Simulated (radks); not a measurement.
The nuclear charge of the ruthenium ion Ru2+ is varied continuously with 42 electrons held in [Kr] 4d6. All-electron calculation, scalar-relativistic Kohn-Sham, SCAN, spin-polarised, spherical densities, finite nucleus; open shells are filled with parallel spins first (spin-orbit coupling, left out, can overturn this in heavy ions); meta-GGA in the generalised Kohn-Sham scheme; Fermi nuclear charge, rms radius 4.4809 fm. Program: a radial shooting solver on a logarithmic mesh with Libxc functionals. By the Hellmann-Feynman theorem dE/dZ = E(electron-nucleus)/Z, the electronic potential at the nucleus (averaged over a nucleus of fixed radius). The scalar-relativistic energy here is not variational (the density holds large components alone), so the two differ by a part that grows with Z.

| Z | E (hartree) | E(electron-nucleus)/Z (hartree) | HOMO | e(HOMO) (eV) | <r> HOMO (bohr) |
|---|---|---|---|---|---|
| 43.5 | -4407.64322 | -243.896 | 4d | -15.107 | 1.658 |
| 43.75 | -4469.00805 | -245.798 | 4d | -18.326 | 1.596 |
| 44 | -4530.85100 | -247.700 | 4d | -21.724 | 1.543 |
| 44.25 | -4593.17275 | -249.602 | 4d | -25.292 | 1.495 |
| 44.5 | -4655.97394 | -251.504 | 4d | -29.023 | 1.451 |
| 44.75 | -4719.25297 | -253.406 | 4d | -32.913 | 1.412 |
| 45 | -4783.01129 | -255.309 | 4d | -36.955 | 1.375 |

The central difference of E at Z = 44 is -248.329 hartree, to compare with the third column; the second derivative is -7.66 hartree.
